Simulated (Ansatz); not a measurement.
`NB[SeH]` and `[NH2][GaH][SeH]` differ in one element.

Ansatz, PBE0-D4/def2-TZVP geometries, multiplicity 1. Each molecule was computed in one conformer, which needn't be the lowest.

Scalar relativity is left out up to krypton.

| property | `NB[SeH]` |
| --- | --- |
| HOMO energy (PBE/def2-TZVPP) / eV | -5.68 |
| size of the dipole moment (PBE/def2-TZVPP) / D | 1.95 |
| LUMO energy (PBE0/def2-TZVPP) / eV | 0.25 |
| HOMO–LUMO gap (ωB97M-V/def2-TZVPP) / eV | 10.82 |
| LUMO energy (B3LYP/def2-TZVPP) / eV | -0.06 |
| HOMO–LUMO gap (B3LYP/def2-TZVPP) / eV | 6.52 |

Give the same properties after the change, and the shifts. (An estimate is asked.)

The calculation gave: 
| property | `[NH2][GaH][SeH]` | shift |
| --- | --- | --- |
| HOMO energy (PBE/def2-TZVPP) / eV | -5.73 | -0.05 |
| size of the dipole moment (PBE/def2-TZVPP) / D | 1.43 | -0.52 |
| LUMO energy (PBE0/def2-TZVPP) / eV | -0.54 | -0.79 |
| HOMO–LUMO gap (ωB97M-V/def2-TZVPP) / eV | 10.23 | -0.59 |
| LUMO energy (B3LYP/def2-TZVPP) / eV | -0.78 | -0.72 |
| HOMO–LUMO gap (B3LYP/def2-TZVPP) / eV | 5.90 | -0.62 |

With PBE0 the HOMO falls by 0.10 eV and the LUMO falls by 0.79 eV, so the gap narrows by about 0.69 eV. PBE moves the HOMO by -0.05 eV and ωB97M-V by -0.13 eV. Dipoles are sizes alone; their direction can turn.

B3LYP here is the variant with VWN-RPA as its local correlation; programs differ in this.

Spin–orbit coupling is left out; it splits and shifts lone-pair levels of the heavy atoms by tenths of an eV.
